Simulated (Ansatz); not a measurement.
Reaction R1 → P1, each structure at its B3LYP-D3(BJ)/def2-TZVP stationary point, reached from a drawn start; harmonic modes at that level show minima.
R1, C2H6O (SMILES CCO) (charge 0, multiplicity 1):
```tsv
atom	x (Å)	y (Å)	z (Å)
C	-0.8695	0.2254	0.1998
C	0.3890	-0.3536	-0.4242
O	1.5636	0.3735	-0.0747
H	-1.7532	-0.3263	-0.1296
H	-0.9897	1.2729	-0.0806
H	-0.8290	0.1657	1.2910
H	0.4957	-1.4116	-0.1530
H	0.3327	-0.3011	-1.5123
H	1.6602	0.3550	0.8836
```
P1, C2H6O (SMILES COC) (charge 0, multiplicity 1):
```xyz
9

C      1.168     0.056    -0.083
O     -0.036     0.256    -0.788
C     -1.172    -0.028    -0.004
H      1.272    -0.986     0.247
H      1.230     0.707     0.799
H      1.987     0.297    -0.760
H     -1.179    -1.074     0.330
H     -2.050     0.153    -0.623
H     -1.221     0.619     0.882
```

P less R. No zero-point or thermal terms.

Frozen-core correlation throughout.

The values were computed with Ansatz (a quantum-chemistry and plane-wave program) with Gaussian orbitals. No computed number here is a measurement.

Total energies in hartree:

| structure | PBE/def2-TZVPP | PBE0/def2-TZVPP | CCSD(T)/cc-pVQZ |
|---|---|---|---|
| R1 | -154.908423 | -154.923959 | -154.844790 |
| P1 | -154.890306 | -154.905007 | -154.825611 |

Q: Work out the reaction energy at each level in kcal/mol (1 hartree = 627.50947 kcal/mol), and say how far PBE/def2-TZVPP lies from CCSD(T)/cc-pVQZ.

A: 
- PBE/def2-TZVPP: (-154.890306) − (-154.908423) = 0.018117 hartree = 11.37 kcal/mol
- PBE0/def2-TZVPP: (-154.905007) − (-154.923959) = 0.018952 hartree = 11.89 kcal/mol
- CCSD(T)/cc-pVQZ: (-154.825611) − (-154.844790) = 0.019179 hartree = 12.04 kcal/mol
PBE/def2-TZVPP less CCSD(T)/cc-pVQZ: -0.67 kcal/mol. CCSD(T)/cc-pVQZ is the level counted from, the highest shown, and no exact or measured value.
